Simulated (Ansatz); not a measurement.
Ideal-gas functions of C2H4BrCl, SMILES `CC(Cl)Br` at 400 K and 1 bar, from an Ansatz frequency run at PBE0-D4/def2-TZVP.

Molar mass 143.41 g/mol, point group C1 (symmetry number 1), electronic degeneracy 1, moments of inertia 83.406, 254.123, 323.871 u Å². Harmonic wavenumbers (cm⁻¹, unscaled): 223, 265, 291, 381, 586, 700, 988, 1067, 1107, 1222, 1299, 1406, 1471, 1476, 3062, 3142, 3149, 3169.

Use S(trans) = R[1.5 ln M + 2.5 ln T − 1.1517]; rotational temperatures θ = 24.2544 K / I; S(rot) = R[ln(√π/σ · √(T³/θAθBθC)) + 1.5]; for each mode x = 1.438777 ν̃/T, S = R[x/(eˣ − 1) − ln(1 − e⁻ˣ)] and H = RT x/(eˣ − 1); 1 cm⁻¹ = 0.0119627 kJ/mol; R = 8.31446 J/(mol·K).

**Question.** By hand: the entropy, in J/(mol·K).

**Answer.** Translation 176.9. Rotation: θ = 0.2908, 0.0954, 0.0749 K, giving 117.6. Vibration, mode by mode: 10.37, 9.02, 8.30, 6.32, 3.50, 2.54, 1.11, 0.88, 0.79, 0.56, 0.44, 0.32, 0.26, 0.26, 0.00, 0.00, 0.00, 0.00, in all 44.7. Electronic 0.0. Sum 339.2 J/(mol·K).

**Question.** By hand: H − E and G − E in kJ/mol, counted from the electronic energy.

**Answer.** Zero-point energy ½ × 25004 × 0.0119627 = 149.6; thermal vibration 10.8; translation, rotation and pV give 4 RT = 13.3. H − E = 173.7 kJ/mol, and G − E = 173.7 − 400 × 339.2/1000 = 38.0 kJ/mol.

Vibration gives 13 % of the entropy. The sum counts one conformer and one mirror image; others add a mixing term.
